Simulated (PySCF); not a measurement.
H2HfI2 (SMILES [I][HfH2][I]), singlet, geometry from GFN2-xTB (such geometries of metal compounds can be far from the true shape) (core potentials on Hf, I). Base run: DF-PBE/def2-TZVP run with PySCF.

Here is a job for PySCF.
```python
from pyscf import gto, scf, dft

mol = gto.Mole()
mol.atom = '''
    Hf   -0.76624572   -0.43211545    0.54355670
    I    -0.83512750    0.69617279   -2.02826489
    I     1.92918833   -0.07918979    1.25216386
    H    -1.75409959    0.60253026    1.62053960
    H    -1.06143269   -2.19031726    0.37673281
'''
mol.basis = 'def2-tzvp'
mol.ecp = {'Hf': 'def2-tzvp', 'I': 'def2-tzvp'}
mol.verbose = 4
mol.build()

mf = dft.RKS(mol)
mf.xc = 'pbe'
mf = mf.density_fit(auxbasis='def2-universal-jkfit')
mf.kernel()
```

The base run was repeated with changes; each row names its change, and settings that it needs were set with it.

```json
[
 {"change": "base", "ΔE vs base (µEh)": "0.0", "grid points": "87328", "electrons on the grid": "64.00000"},
 {"change": "grids.radi_method = mura_knowles", "ΔE vs base (µEh)": "0.9", "grid points": "77584", "electrons on the grid": "64.00000"},
 {"change": "grids.atom_grid = (99, 590)", "ΔE vs base (µEh)": "4.8", "grid points": "153416", "electrons on the grid": "64.00000"},
 {"change": "grids.level = 4", "ΔE vs base (µEh)": "3.8", "grid points": "129048", "electrons on the grid": "64.00000"},
 {"change": "grids.atom_grid = (75, 302)", "ΔE vs base (µEh)": "-64.5", "grid points": "69368", "electrons on the grid": "64.00004"},
 {"change": "grids.level = 5", "ΔE vs base (µEh)": "9.1", "grid points": "191184", "electrons on the grid": "64.00000"},
 {"change": "grids.becke_scheme = stratmann", "ΔE vs base (µEh)": "6.8", "grid points": "87328", "electrons on the grid": "64.00000"},
 {"change": "grids.radi_method = gauss_chebyshev", "ΔE vs base (µEh)": "1.4", "grid points": "82920", "electrons on the grid": "64.00000"},
 {"change": "grids.level = 0", "ΔE vs base (µEh)": "-211", "grid points": "10128", "electrons on the grid": "64.00119"},
 {"change": "grids.atom_grid = (50, 194)", "ΔE vs base (µEh)": "58.7", "grid points": "32040", "electrons on the grid": "63.99998"},
 {"change": "grids.atom_grid = (30, 110)", "ΔE vs base (µEh)": "-376", "grid points": "12216", "electrons on the grid": "64.00007"}
]
```
